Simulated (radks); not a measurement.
Values are calculated unless marked as measured or tabulated.
All-electron atom: Ba in [Kr] 4d10 5s1.75 5p6 6s2 6p0.25 (fractional occupations, a model configuration). Level of theory: scalar-relativistic Kohn-Sham, exchange-only r2SCAN, spin-polarised, spherical densities, finite nucleus; open shells are filled with parallel spins first (spin-orbit coupling, left out, can overturn this in heavy ions); meta-GGA in the generalised Kohn-Sham scheme; Fermi nuclear charge, rms radius 4.8378 fm (a radial shooting solver on a logarithmic mesh with Libxc functionals). Some entries of the table are withheld. Estimate them.

orbital,occ.,eigenvalue (eV),<r^2> (bohr^2),<r> (bohr)
1s up,1,-37323.24,0.0008888,0.02558
1s down,1,-37323.21,0.0008888,0.02558
2s up,1,-5919.667,0.01420,0.1097
2s down,1,-5919.658,0.01420,0.1097
2p up,3,-5305.068,0.01130,0.09620
2p down,3,-5305.054,0.01130,0.09620
3s up,1,-1258.160,0.09701,0.2913
3s down,1,-1258.139,0.09700,0.2913
3p up,3,-1059.778,0.09720,0.2895
3p down,3,-1059.755,0.09719,0.2895
3d up,5,-771.9438,0.08388,0.2666
3d down,5,-771.9209,0.08387,0.2666
4s up,1,-251.2256,0.5128,0.6745
4s down,1,-251.1680,0.5128,0.6744
4p up,3,-186.7093,0.5820,0.7156
4p down,3,-186.6506,0.5816,0.7155
4d up,5,-92.6206,0.7446,0.8005
4d down,5,-92.5329,0.7432,0.7998
5s up,1,-35.8235,3.038,1.645
5s down,0.75,-35.4183,3.054,1.649
5p up,3,-20.2588,(1),1.901
5p down,3,-19.9492,(2),1.909
6s up,1,-3.2020,28.19,4.998
6s down,1,-2.9977,26.95,4.888
6p up,0.25,-1.0635,45.19,6.283
6p down,0,-0.7637,40.84,6.019

Answer. 
(1) 5p up <r^2> (bohr^2): 4.092
(2) 5p down <r^2> (bohr^2): 4.132
